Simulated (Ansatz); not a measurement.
A run for Ansatz (an electronic-structure program): R-PBE/def2-TZVPPD on CH6FN (a complex), monomers drawn apart or pushed together. Files ending in .json are basis or fitting sets from the Basis Set Exchange.

Ansatz 0.2 input:
```yaml
crystal:
  periodic: [false, false, false]
  atoms:
    - {symbol: N, position_ang: [0.00140146, -0.17523242, 0.29841784]}
    - {symbol: H, position_ang: [0.23762390, -0.88215015, -0.38847313]}
    - {symbol: H, position_ang: [-0.14930473, 0.69280266, -0.20278622]}
    - {symbol: H, position_ang: [0.81220576, -0.04631168, 0.89496808]}
    - {symbol: C, position_ang: [0.58101160, -0.64371620, 5.40238743]}
    - {symbol: F, position_ang: [1.81555165, -0.27009520, 4.85962799]}
    - {symbol: H, position_ang: [0.27909796, 0.11808232, 6.12167063]}
    - {symbol: H, position_ang: [-0.13802643, -0.71683584, 4.58757044]}
    - {symbol: H, position_ang: [0.70361712, -1.60576091, 5.90072068]}
basis:
  gaussian:
    orbitals: def2-TZVPPD.json
hamiltonian:
  xc: {name: PBE}
scf: {lower_state_search: off}
```

Task: What total energy does the run end on?

Result: -196.1632 hartree.
